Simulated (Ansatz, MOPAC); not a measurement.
Molecule: aminoborane, BNH$_{4}$, charge 0, multiplicity 1. SMILES: BN
Geometry from a B3LYP-D3(BJ)/def2-TZVP (Ansatz, a first-principles code) optimisation:
```xyz
6

B     -0.7766     0.0323    -0.0041
N      0.6098    -0.0254     0.0032
H     -1.3984    -0.9854    -0.0254
H     -1.3119     1.0982     0.0110
H      1.1972     0.7922     0.0209
H      1.1274    -0.8889    -0.0085
```
Charge 0, spin multiplicity 1.

Wanted: vertical ionisation energy to the doublet, in eV. Set-up: spin-orbit terms left out; dispersion terms only where a functional's name holds one; non-relativistic; six Cartesian d functions in 6-31G* and its kin unless marked 5d; frozen cores in correlated levels; open shells spin-unrestricted; each state is the SCF solution reached for its charge and spin. Basis-set limits of correlation are two-point, X^-3; Hartree-Fock from the larger set. The bracket is a focal-point correction in the basis named. First-principles rows: single points at B3LYP-D3(BJ) geometries (Ansatz). Semi-empirical rows: differences of heats of formation at the shared geometry for vertical values.

```csv
species,coefficient,"E at B3LYP/6-31G* (Ansatz), Eh","E at PBE0/def2-TZVPD (Ansatz), Eh","heat of formation at PM6 (MOPAC), kcal/mol"
"charge 1, doublet",+1,-81.62861,-81.54846,234.35
"charge 0, singlet",-1,-82.03926,-81.96357,-12.94
```

Coupled cluster (Ansatz) is a level with limits of its own, used here on species with T1 under 0.025 (0.045 for open shells) and stable references: RI-MP2/CBS(aug-cc-pVTZ,aug-cc-pVQZ)+[CCSD(T)-MP2]/aug-cc-pVTZ. Value to compare with, RI-MP2/CBS(aug-cc-pVTZ,aug-cc-pVQZ)+[CCSD(T)-MP2]/aug-cc-pVTZ (Ansatz): 11.44 eV. 1 Eh = 27.2114 eV and 1 eV = 23.0605 kcal/mol.

Work the quantity out at each level, and compare with RI-MP2/CBS(aug-cc-pVTZ,aug-cc-pVQZ)+[CCSD(T)-MP2]/aug-cc-pVTZ (Ansatz).


- B3LYP/6-31G*: the sum of coefficient times E is 0.41065 Eh, or 11.174 eV. Result: 11.17 eV. Its difference against RI-MP2/CBS(aug-cc-pVTZ,aug-cc-pVQZ)+[CCSD(T)-MP2]/aug-cc-pVTZ (Ansatz) is -0.27 eV.
- PBE0/def2-TZVPD: the sum of coefficient times E is 0.41511 Eh, or 11.296 eV. Result: 11.30 eV. Its difference against RI-MP2/CBS(aug-cc-pVTZ,aug-cc-pVQZ)+[CCSD(T)-MP2]/aug-cc-pVTZ (Ansatz) is -0.14 eV.
- PM6: the sum of coefficient times heat of formation is 247.29 kcal/mol, or 10.72 eV. Its difference against RI-MP2/CBS(aug-cc-pVTZ,aug-cc-pVQZ)+[CCSD(T)-MP2]/aug-cc-pVTZ (Ansatz) is -0.72 eV.
